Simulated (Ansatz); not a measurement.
A single point on C4H5F3, SMILES `C/C=C/C(F)(F)F`.

```yaml
crystal:
  periodic: [false, false, false]
  atoms:
    - {symbol: C, position_ang: [-0.235045, -1.958813, -0.037210]}
    - {symbol: C, position_ang: [-0.347227, -0.510330, 0.273488]}
    - {symbol: C, position_ang: [0.378848, 0.439850, -0.294911]}
    - {symbol: C, position_ang: [0.245059, 1.883865, 0.036436]}
    - {symbol: F, position_ang: [1.404409, 2.388535, 0.492560]}
    - {symbol: F, position_ang: [-0.081010, 2.604828, -1.050156]}
    - {symbol: F, position_ang: [-0.684742, 2.127984, 0.965975]}
    - {symbol: H, position_ang: [0.522753, -2.155006, -0.796749]}
    - {symbol: H, position_ang: [-1.193095, -2.350648, -0.391781]}
    - {symbol: H, position_ang: [0.019431, -2.525916, 0.863216]}
    - {symbol: H, position_ang: [-1.080860, -0.223082, 1.022126]}
    - {symbol: H, position_ang: [1.128478, 0.223333, -1.049096]}
basis:
  gaussian: {orbitals: def2-QZVPP}
correlation: {method: mp2}
```

```sh
$ ansatz run in.yaml --threads 4 --pin off --events-out ev --progress --plain --max-ram 11315MiB
```

Output, abridged:

```
Functional definition: HF
3364 factors; integrals over basis functions are off by at most 8.2e-4 eV
mean field evaluation 1: about -12318.9811 eV, gradient 5.0e1 eV
mean field evaluation 2: about -12319.1685 eV, gradient 5.0e1 eV
mean field evaluation 4: about -12324.2561 eV, gradient 4.9e0 eV
mean field evaluation 8: about -12324.3321 eV, gradient 2.8e-1 eV
mean field -12324.33267077 eV, -452.9108719180 hartree, gradient 8.6e-7 eV, S^2 0.000000; 0 other end points of the search recorded, 0 dependent functions left out
7 core orbitals not correlated: weight in the atoms' cores, before any rotation towards them, 1.000 or more for the frozen orbitals, at most 0.000 for the correlated occupied ones
reference -12324.33267077 eV, -452.9108719180 hartree; 21, 21 occupied and 521, 521 virtual orbitals, 3364 factors
second order -40.97834278 eV of doubles, -0.00000000 eV of singles
Total energy: -12365.31101355 eV, -454.4167982392 hartree
```

Run time 33 s (4 threads of an Arm Neoverse V2 on a shared host); peak host memory 4.1 GiB.
